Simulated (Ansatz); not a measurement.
arsenic trifluoride cation (AsF3), SMILES F[As](F)F (connectivity only; charge and spin as stated), charge +1, multiplicity 2.

Coordinates come from a PBE0-D3(BJ)/def2-SVP optimisation. The multiplicity is an assumed one; other spin states were not compared.

Two levels are set side by side: PBE/def2-SVPD (Ansatz, a first-principles code) and ωB97X-V/def2-SVPD (Ansatz). Energy differences of separate SCF runs at the same geometry; the states with an electron removed or added have multiplicity 1 and 1. Differences are taken from unrounded values.

```csv
quantity,ωB97X-V
vertical ionisation energy (eV),20.94
vertical electron affinity (eV),11.65
```

What does PBE give, and how far is it from ωB97X-V? (An estimate is asked for; the answer gives what the named calculation found.)


```tsv
quantity	PBE	PBE minus ωB97X-V
vertical ionisation energy (eV)	20.40	-0.54
vertical electron affinity (eV)	11.35	-0.31
```
